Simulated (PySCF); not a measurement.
F₂Ni, SMILES [F][Ni+][F] (connectivity only; charge and spin as stated), charge +1, multiplicity 4.

Geometry optimised at B3LYP-D3(BJ)/def2-TZVP. The multiplicity is an assumed one; other spin states were not compared.

Computed with M06-2X/def2-TZVPD in PySCF.

Isolated molecule, no solvent.

```json
{
  "total_energy": "-1707.56630 hartree",
  "point_group": "D∞h",
  "α spin, highest occupied and lowest empty level": "-22.18 and -7.71 eV",
  "β spin, highest occupied and lowest empty level": "-20.98 and -13.10 eV",
  "dipole_moment_about_the_centre_of_nuclear_charge": "0.000 e·Å",
  "mean_static_polarisability": "22.0 bohr³ (3.26 Å³)",
  "polarisability_principal_values": "12.0, 12.0, 42.0 bohr³",
  "⟨S²⟩": "3.769 (pure state 3.75)"
}
```
